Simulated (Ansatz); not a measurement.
This triplet is an excited state, 2.47 eV above the relaxed singlet at the level frozen-core CCSD(T)/cc-pVTZ // PBE0-D3(BJ)/def2-TZVP (Ansatz, a quantum-chemistry and plane-wave program).

Species: H$_{2}$ClNSi, SMILES `N[Si]Cl` (excited triplet) (charge 0, multiplicity 3).

Problem. Give a relaxed geometry from PBE0-D3(BJ)/def2-TZVP (Ansatz).

Solution. Several could match; the one computed here: the end point of this relaxation, one of several conformers (outside a Z-matrix the atoms follow the SMILES, hydrogens last).
Bonded distances (Å): N1–Si2 1.705, N1–H4 1.007, N1–H5 1.007, Si2–Cl3 2.068. Bond angles (°): Si2–N1–H4 121.9, Si2–N1–H5 121.9, H4–N1–H5 112.9, N1–Si2–Cl3 119.6.
